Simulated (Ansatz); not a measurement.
Ansatz (an electronic-structure program) input (B3LYP-D3(BJ)/def2-TZVP):

Ansatz 0.2 input:
```yaml
crystal:
  periodic: [false, false, false]
  atoms:
    - {symbol: C, position_ang: [-3.71588591, -0.42392176, -0.07768194]}
    - {symbol: C, position_ang: [-2.41756925, -0.83825761, 0.50928584]}
    - {symbol: C, position_ang: [-1.20161658, -0.28887500, -0.23943464]}
    - {symbol: C, position_ang: [0.11826500, -0.70080328, 0.40130115]}
    - {symbol: C, position_ang: [1.36194998, -0.21560799, -0.32454574]}
    - {symbol: C, position_ang: [2.64973599, -0.76049925, 0.26039812]}
    - {symbol: Cl, position_ang: [1.43095271, 1.61335379, -0.29205688]}
    - {symbol: H, position_ang: [-3.80014978, 0.50285475, -0.62985861]}
    - {symbol: H, position_ang: [-4.62488316, -0.96713500, 0.14035838]}
    - {symbol: H, position_ang: [-2.36283841, -1.93244386, 0.56023706]}
    - {symbol: H, position_ang: [-2.35738573, -0.50524773, 1.55959442]}
    - {symbol: H, position_ang: [-1.26294959, 0.80084933, -0.27702420]}
    - {symbol: H, position_ang: [-1.22910239, -0.63814009, -1.27643266]}
    - {symbol: H, position_ang: [0.17826811, -1.79518024, 0.43374766]}
    - {symbol: H, position_ang: [0.15870766, -0.35611578, 1.43882959]}
    - {symbol: H, position_ang: [1.29418326, -0.45386087, -1.38575247]}
    - {symbol: H, position_ang: [3.51815121, -0.37921233, -0.27483034]}
    - {symbol: H, position_ang: [2.74303487, -0.48443734, 1.31148081]}
    - {symbol: H, position_ang: [2.64949273, -1.85115591, 0.18868026]}
basis:
  gaussian:
    orbitals: def2-TZVP
hamiltonian:
  xc: b3lyp
  dispersion: d3bj
magnetization: {spin_polarized: true, initial_magnetization: 1}
phonons: {temperatures: {t_min: 298.15, t_max: 298.15, t_step: 100}}
```

Output:

```
Functional definition: B3LYP
integrals: 0.31 GiB planned
1871 factors; their error is unknown
0.36 GiB of the device are held for the grids
2.01 GiB of device memory are held for the factors and their scratch space
mean field: 2.41 GiB planned
mean field evaluation 1: about -18926.4334 eV, gradient 5.8e1 eV
mean field evaluation 2: about -18914.3130 eV, gradient 7.4e1 eV
mean field evaluation 4: about -18942.6539 eV, gradient 5.0e0 eV
mean field evaluation 8: about -18942.7739 eV, gradient 7.6e-2 eV
mean field evaluation 16: about -18942.7551 eV, gradient 5.7e-4 eV
mean field -18942.75505573 eV, -696.1334084375 hartree, gradient 8.2e-5 eV, S^2 0.753965; 0 other end points of the search recorded, 0 dependent functions left out
the calculation of the forces begins
reference -18942.75540598 eV, -696.1334213089 hartree; 33, 32 occupied and 262, 263 virtual orbitals, 1871 factors
these checks for a lower state are left out or cut short: stability, starts, cluster_reference, orbital_swaps, neighbouring_geometries, increment
integrals: 0.31 GiB planned
1871 factors; their error is unknown
0.36 GiB of the device are held for the grids
2.01 GiB of device memory are held for the factors and their scratch space
mean field: 2.41 GiB planned
mean field -18942.75482551 eV, -696.1333999772 hartree, gradient 3.0e-6 eV, S^2 0.753969; 0 other end points of the search recorded, 0 dependent functions left out
the calculation of the forces begins
reference -18942.75517579 eV, -696.1334128496 hartree; 33, 32 occupied and 262, 263 virtual orbitals, 1871 factors
these checks for a lower state are left out or cut short: stability, starts, cluster_reference, orbital_swaps, neighbouring_geometries, increment
integrals: 0.31 GiB planned
1871 factors; their error is unknown
0.36 GiB of the device are held for the grids
2.01 GiB of device memory are held for the factors and their scratch space
mean field: 2.41 GiB planned
mean field evaluation 32: about -18942.7550 eV, gradient 2.3e-6 eV
mean field -18942.75495243 eV, -696.1334046413 hartree, gradient 3.0e-6 eV, S^2 0.753961; 0 other end points of the search recorded, 0 dependent functions left out
the calculation of the forces begins
reference -18942.75530265 eV, -696.1334175117 hartree; 33, 32 occupied and 262, 263 virtual orbitals, 1871 factors
these checks for a lower state are left out or cut short: stability, starts, cluster_reference, orbital_swaps, neighbouring_geometries, increment
integrals: 0.31 GiB planned
1871 factors; their error is unknown
0.36 GiB of the device are held for the grids
2.01 GiB of device memory are held for the factors and their scratch space
mean field: 2.41 GiB planned
mean field -18942.75491787 eV, -696.1334033714 hartree, gradient 3.0e-6 eV, S^2 0.753965; 0 other end points of the search recorded, 0 dependent functions left out
the calculation of the forces begins
reference -18942.75526809 eV, -696.1334162416 hartree; 33, 32 occupied and 262, 263 virtual orbitals, 1871 factors
these checks for a lower state are left out or cut short: stability, starts, cluster_reference, orbital_swaps, neighbouring_geometries, increment
integrals: 0.31 GiB planned
1871 factors; their error is unknown
0.36 GiB of the device are held for the grids
2.01 GiB of device memory are held for the factors and their scratch space
mean field: 2.40 GiB planned
mean field -18942.75491463 eV, -696.1334032521 hartree, gradient 3.0e-6 eV, S^2 0.753965; 0 other end points of the search recorded, 0 dependent functions left out
[...]
integrals: 0.31 GiB planned
1871 factors; their error is unknown
0.36 GiB of the device are held for the grids
2.01 GiB of device memory are held for the factors and their scratch space
mean field: 2.41 GiB planned
mean field -18942.75502451 eV, -696.1334072903 hartree, gradient 3.0e-6 eV, S^2 0.753965; 0 other end points of the search recorded, 0 dependent functions left out
the calculation of the forces begins
reference -18942.75537476 eV, -696.1334201615 hartree; 33, 32 occupied and 262, 263 virtual orbitals, 1871 factors
these checks for a lower state are left out or cut short: stability, starts, cluster_reference, orbital_swaps, neighbouring_geometries, increment
integrals: 0.31 GiB planned
1871 factors; their error is unknown
0.36 GiB of the device are held for the grids
2.01 GiB of device memory are held for the factors and their scratch space
mean field: 2.41 GiB planned
mean field -18942.75504694 eV, -696.1334081144 hartree, gradient 3.0e-6 eV, S^2 0.753965; 0 other end points of the search recorded, 0 dependent functions left out
the calculation of the forces begins
reference -18942.75539719 eV, -696.1334209859 hartree; 33, 32 occupied and 262, 263 virtual orbitals, 1871 factors
these checks for a lower state are left out or cut short: stability, starts, cluster_reference, orbital_swaps, neighbouring_geometries, increment
integrals: 0.31 GiB planned
1871 factors; their error is unknown
0.36 GiB of the device are held for the grids
2.01 GiB of device memory are held for the factors and their scratch space
mean field: 2.40 GiB planned
mean field evaluation 768: about -18942.7550 eV, gradient 3.0e-6 eV
mean field -18942.75498318 eV, -696.1334057714 hartree, gradient 3.0e-6 eV, S^2 0.753965; 0 other end points of the search recorded, 0 dependent functions left out
the calculation of the forces begins
reference -18942.75533347 eV, -696.1334186443 hartree; 33, 32 occupied and 262, 263 virtual orbitals, 1871 factors
these checks for a lower state are left out or cut short: stability, starts, cluster_reference, orbital_swaps, neighbouring_geometries, increment
integrals: 0.31 GiB planned
1871 factors; their error is unknown
0.36 GiB of the device are held for the grids
2.01 GiB of device memory are held for the factors and their scratch space
mean field: 2.40 GiB planned
mean field -18942.75493572 eV, -696.1334040273 hartree, gradient 3.0e-6 eV, S^2 0.753965; 0 other end points of the search recorded, 0 dependent functions left out
the calculation of the forces begins
reference -18942.75528593 eV, -696.1334168972 hartree; 33, 32 occupied and 262, 263 virtual orbitals, 1871 factors
these checks for a lower state are left out or cut short: stability, starts, cluster_reference, orbital_swaps, neighbouring_geometries, increment
integrals: 0.31 GiB planned
1871 factors; their error is unknown
0.36 GiB of the device are held for the grids
2.01 GiB of device memory are held for the factors and their scratch space
mean field: 2.41 GiB planned
mean field -18942.75507252 eV, -696.1334090545 hartree, gradient 3.0e-6 eV, S^2 0.753965; 0 other end points of the search recorded, 0 dependent functions left out
the calculation of the forces begins
reference -18942.75542276 eV, -696.1334219258 hartree; 33, 32 occupied and 262, 263 virtual orbitals, 1871 factors
these checks for a lower state are left out or cut short: stability, starts, cluster_reference, orbital_swaps, neighbouring_geometries, increment
integrals: 0.31 GiB planned
1871 factors; their error is unknown
0.36 GiB of the device are held for the grids
2.01 GiB of device memory are held for the factors and their scratch space
mean field: 2.41 GiB planned
mean field -18942.75500873 eV, -696.1334067102 hartree, gradient 3.0e-6 eV, S^2 0.753965; 0 other end points of the search recorded, 0 dependent functions left out
the calculation of the forces begins
reference -18942.75535898 eV, -696.1334195817 hartree; 33, 32 occupied and 262, 263 virtual orbitals, 1871 factors
these checks for a lower state are left out or cut short: stability, starts, cluster_reference, orbital_swaps, neighbouring_geometries, increment
integrals: 0.31 GiB planned
1871 factors; their error is unknown
0.36 GiB of the device are held for the grids
2.01 GiB of device memory are held for the factors and their scratch space
mean field: 2.40 GiB planned
mean field -18942.75492669 eV, -696.1334036954 hartree, gradient 3.0e-6 eV, S^2 0.753965; 0 other end points of the search recorded, 0 dependent functions left out
the calculation of the forces begins
reference -18942.75527690 eV, -696.1334165652 hartree; 33, 32 occupied and 262, 263 virtual orbitals, 1871 factors
these checks for a lower state are left out or cut short: stability, starts, cluster_reference, orbital_swaps, neighbouring_geometries, increment
integrals: 0.31 GiB planned
1871 factors; their error is unknown
0.36 GiB of the device are held for the grids
2.01 GiB of device memory are held for the factors and their scratch space
mean field: 2.40 GiB planned
mean field evaluation 800: about -18942.7550 eV, gradient 6.1e-4 eV
mean field -18942.75498329 eV, -696.1334057756 hartree, gradient 3.0e-6 eV, S^2 0.753965; 0 other end points of the search recorded, 0 dependent functions left out
the calculation of the forces begins
reference -18942.75533358 eV, -696.1334186485 hartree; 33, 32 occupied and 262, 263 virtual orbitals, 1871 factors
these checks for a lower state are left out or cut short: stability, starts, cluster_reference, orbital_swaps, neighbouring_geometries, increment
integrals: 0.31 GiB planned
1871 factors; their error is unknown
0.36 GiB of the device are held for the grids
2.01 GiB of device memory are held for the factors and their scratch space
mean field: 2.41 GiB planned
mean field -18942.75504393 eV, -696.1334080039 hartree, gradient 3.0e-6 eV, S^2 0.753965; 0 other end points of the search recorded, 0 dependent functions left out
the calculation of the forces begins
reference -18942.75539418 eV, -696.1334208755 hartree; 33, 32 occupied and 262, 263 virtual orbitals, 1871 factors
these checks for a lower state are left out or cut short: stability, starts, cluster_reference, orbital_swaps, neighbouring_geometries, increment
integrals: 0.31 GiB planned
1871 factors; their error is unknown
0.36 GiB of the device are held for the grids
2.01 GiB of device memory are held for the factors and their scratch space
mean field: 2.40 GiB planned
mean field -18942.75503878 eV, -696.1334078148 hartree, gradient 3.0e-6 eV, S^2 0.753965; 0 other end points of the search recorded, 0 dependent functions left out
the calculation of the forces begins
reference -18942.75538903 eV, -696.1334206860 hartree; 33, 32 occupied and 262, 263 virtual orbitals, 1871 factors
Total energy: -18943.51759539 eV, -696.1614312531 hartree
Atom 0 at    -3.715886    -0.423922    -0.077682 Å, force     0.001081     0.000875    -0.000554 eV/Å
Atom 1 at    -2.417569    -0.838258     0.509286 Å, force     0.000376     0.000223     0.000525 eV/Å
Atom 2 at    -1.201617    -0.288875    -0.239435 Å, force     0.000455     0.000361    -0.000230 eV/Å
Atom 3 at     0.118265    -0.700803     0.401301 Å, force    -0.000355     0.000232     0.000414 eV/Å
Atom 4 at     1.361950    -0.215608    -0.324546 Å, force     0.000133     0.000272    -0.001236 eV/Å
Atom 5 at     2.649736    -0.760499     0.260398 Å, force     0.000203    -0.000666     0.000159 eV/Å
Atom 6 at     1.430953     1.613354    -0.292057 Å, force    -0.000932    -0.000357     0.000251 eV/Å
Atom 7 at    -3.800150     0.502855    -0.629859 Å, force    -0.000417    -0.000340     0.000116 eV/Å
Atom 8 at    -4.624883    -0.967135     0.140358 Å, force    -0.000809    -0.000414     0.000172 eV/Å
Atom 9 at    -2.362838    -1.932444     0.560237 Å, force    -0.000010    -0.000270     0.000087 eV/Å
Atom 10 at    -2.357386    -0.505248     1.559594 Å, force    -0.000093    -0.000162    -0.000144 eV/Å
Atom 11 at    -1.262950     0.800849    -0.277024 Å, force     0.000021     0.000256    -0.000141 eV/Å
Atom 12 at    -1.229102    -0.638140    -1.276433 Å, force    -0.000126    -0.000202    -0.000108 eV/Å
Atom 13 at     0.178268    -1.795180     0.433748 Å, force     0.000283     0.000197     0.000045 eV/Å
Atom 14 at     0.158708    -0.356116     1.438830 Å, force    -0.000082     0.000039     0.000143 eV/Å
Atom 15 at     1.294183    -0.453861    -1.385752 Å, force     0.000125     0.000258     0.000474 eV/Å
Atom 16 at     3.518151    -0.379212    -0.274830 Å, force    -0.000027    -0.000134    -0.000008 eV/Å
Atom 17 at     2.743035    -0.484437     1.311481 Å, force    -0.000027    -0.000040     0.000082 eV/Å
Atom 18 at     2.649493    -1.851156     0.188680 Å, force     0.000201    -0.000128    -0.000048 eV/Å
Dipole moment:     0.010978    -0.445433     0.056603 e Å
Vibrations: 65.17 74.90 113.36 125.24 155.86 247.36 260.54 298.76 375.21 430.07 475.64 503.94 606.92 736.50 821.08 900.12 913.52 983.10 1024.16 1055.46 1087.88 1102.64 1119.81 1138.08 1185.74 1268.49 1278.47 1306.40 1336.34 1345.54 1386.30 1407.31 1417.01 1464.69 1467.85 1474.87 1487.62 1497.66 1504.53 2916.70 3001.49 3006.65 3023.28 3035.41 3046.42 3074.28 3080.24 3100.80 3122.87 3143.17 3242.66 cm⁻¹, zero-point energy 4.478192 eV
```

It need not be the lowest isomer of its formula.
